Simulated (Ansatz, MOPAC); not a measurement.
The molecule BeC+, multiplicity 4 (lowest of 2S+1 = 2, 4 at CCSD(T)/def2-TZVPP on PBE0 minima; our sources give no spin for the ground state, which may be another).

The constants come from a fifth-degree fit in 1/R (seven points, main isotopes). In def2 and cc sets the state is the lowest found near the PBE0 minimum, followed along R.

Correlated levels freeze the inner cores; with def2 sets outer-core shells near the valence are correlated too. CBS: X⁻³ extrapolation of the correlation energy, Hartree–Fock from the larger set. The state that PM3 reach isn't checked.

Run with Ansatz (an electronic-structure program) with Gaussian orbitals; MOPAC for PM3 (differences of heats of formation). Each number belongs to the level named beside it.

### Question
What bond length and harmonic frequency does PM3 give?

### Answer
r_e = 1.538 Å, ω_e = 1172 cm⁻¹.

### Question
What bond length and harmonic frequency does B2PLYP/def2-TZVPP give?

### Answer
r_e = 1.581 Å, ω_e = 1115 cm⁻¹.

### Question
What bond length and harmonic frequency does CCSD(T)/CBS(aug-cc-pVTZ, aug-cc-pVQZ) give?

### Answer
r_e = 1.576 Å, ω_e = 1137 cm⁻¹.
